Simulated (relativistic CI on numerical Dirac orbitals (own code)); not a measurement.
# What each ingredient does to the levels of Se XX

Base calculation: Dirac-Coulomb-Breit CI, separate exchange-only KLI orbitals for each configuration, model QED (radiative potential, 1s self-energy scaled to tabulated hydrogen-like ionisation energies), unscaled Slater integrals.

Configuration list (outside the closed core [Ne]): 3s²3p³, 3s3p⁴, 3s²3p²3d, 3p⁵, 3s3p³3d, 3p⁴3d, 3s3p²3d², 3s²3p3d4p, 3s²3p²4s, 3p⁴4s, 3p⁴4p, 3s3p²3d4s, 3s²3p²4p, 3s²3p3d², 3s²3d³, 3s3p3d³, 3s²3d²4s, 3s²3d²4p, 3p³3d², 3p²3d³, 3p²3d²4s, 3p²3d²4p, 3s²3p3d4s, 3s3p3d²4s, 3s²3d4s², 3s²3d4s4p. Double excitations out of closed p, d and f shells are left out; levels of such configurations are missing from the list, as are those of other unlisted configurations, and high levels can miss mixing partners.

The lowest level and the first level of each name with at least 55 % of one term (blank where a level has no safe partner in the second run):

```tsv
Level	Base (cm⁻¹)	Shift (cm⁻¹)
3s²3p³ ⁴S°3/2	0	0
3s²3p³ ²D°3/2	67457	+2421
3s²3p³ ²D°5/2	91094	+2092
3s²3p³ ²P°1/2	133900	+8814
3s²3p³ ²P°3/2	177910	+7995
3s3p⁴ ⁴P5/2	457026	-14203
3s3p⁴ ⁴P3/2	496343	-13755
3s3p⁴ ⁴P1/2	507559	-13431
3s3p⁴ ²D3/2	571618	-8074
3s3p⁴ ²D5/2	588004	-8358
3s²3p²3d ⁴F3/2	667062	-10284
3s²3p²3d ⁴F5/2	682280	-10136
3s²3p²3d ²F5/2	706275	-7652
3s²3p²3d ⁴F7/2	709933	-10742
3s²3p²3d ⁴D3/2	727206	-6420
3s²3p²3d ⁴F9/2	734740	-10746
3s²3p²3d ⁴D5/2	745277	-6580
3s²3p²3d ²G7/2	812166	-8575
3s²3p²3d ⁴P5/2	820790	+3167
3s²3p²3d ²G9/2	829934	-9317
3s²3p²3d ⁴P3/2	832619	-729
3s²3p²3d ⁴P1/2	838034	+2253
```

At this charge energies of transitions that change n are usually good to better than 1 %, and those within a shell (Δn = 0) to a few per cent.

Q: One thing was changed in a second run, which moved the levels as shown. Which?
A. P86 correlation estimate
B. only the first 3 configurations
C. Breit term removed
D. QED terms removed

A: B. Only the first 3 configurations. With fewer configurations the levels that remain lose their mixing partners.

LS names give the leading component of a level, which can be under half, so a name can repeat, a term be missing and a line seem to break the LS rules.
